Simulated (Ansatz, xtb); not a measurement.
**Relative energy of two isomers of C7H5NS**

We compare a, `N#C/C=C/c1cccs1`, a singlet, with b, `C=C(C#N)c1cccs1`, a singlet. Both are isolated molecules in the gas phase, relaxed with PBE0-D3(BJ)/def2-SVP; each stands in its lowest conformer found.

Quicker runs give these differences E(b) − E(a): GFN2-xTB +0.133 eV; HF/STO-3G +0.110 eV (at GFN2-xTB geometries); r2SCAN-D4/def2-SVP +0.193 eV (at GFN2-xTB geometries).

Problem. Estimate E(b) − E(a) at the level CCSD(T)/def2-SVP + ΔMP2/def2-TZVPP.

Solution. Calculated at CCSD(T)/def2-SVP + ΔMP2/def2-TZVPP: E(b) − E(a) = +0.074 eV, so structure a lies lower.

How the difference moves with the method:

```
                             level              geometry  E(b) − E(a) (eV)  departure from the last row (eV)  job, with rough time for the two
                          GFN2-xTB              GFN2-xTB              +0.133                            +0.059              optimisation, 0.23 s
                         HF/STO-3G              GFN2-xTB              +0.110                            +0.036              single point, 0.52 s
                r2SCAN-D4/def2-SVP              GFN2-xTB              +0.193                            +0.119               single point, 4.7 s
              PBE0-D3(BJ)/def2-SVP  PBE0-D3(BJ)/def2-SVP              +0.166                            +0.092                optimisation, 42 s
                       HF/def2-SVP  PBE0-D3(BJ)/def2-SVP              +0.145                            +0.071           part of the CCSD(T) run
                      MP2/def2-SVP  PBE0-D3(BJ)/def2-SVP              +0.093                            +0.019           part of the CCSD(T) run
                  CCSD(T)/def2-SVP  PBE0-D3(BJ)/def2-SVP              +0.084                            +0.010                      single point
CCSD(T)/def2-SVP + ΔMP2/def2-TZVPP  PBE0-D3(BJ)/def2-SVP              +0.074                                               single point, 2.2 min
```

As drawn, both hold the same kinds of bond in the same numbers.

None of the levels shown reverses the order. The largest departure from CCSD(T)/def2-SVP + ΔMP2/def2-TZVPP is that of r2SCAN-D4/def2-SVP, 0.119 eV. The last row adds to CCSD(T) the change of the MP2 difference between the two basis sets, here −0.010 eV.

With thermal terms from frequencies at re-optimised GFN2-xTB minima (ideal gas, soft modes damped towards free rotors, one conformer each, 298.15 K, 1 atm): on the last row, ΔE + ΔZPE = +0.072, ΔH = +0.071, ΔG = +0.081 eV.

The correlated steps freeze 13 core orbitals. Run with Ansatz 0.2.0, xtb 6.7.1; the last row on 4 threads of Arm Neoverse V1 on a shared host.
